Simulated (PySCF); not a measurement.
## Radial density of Ni+ (nickel, charge +1)

UHF, [Ar] 3d9, 2D determinant. Calculation: PySCF 2.14, in 6-31G* (5s4p2d1f, 34 functions); no relativity, point nucleus.

```tsv
r (bohr)	4πr²ρ (e/bohr)	4πr²(ρα − ρβ)
0.00101	0.1768	0.0000
0.00170	0.4885	0.0000
0.00285	1.304	0.0000
0.00480	3.292	0.0000
0.00807	7.780	0.0000
0.0136	16.17	0.0001
0.0228	27.52	0.0001
0.0384	33.71	0.0002
0.0646	28.47	0.0011
0.109	29.43	0.0103
0.183	38.03	0.0939
0.307	20.69	0.4159
0.517	19.00	0.9577
0.869	16.45	0.8679
1.46	4.183	0.2968
2.46	0.3712	0.0303
4.14	0.0008694	-0.0003
6.96	3.636e-05	0.0000
```
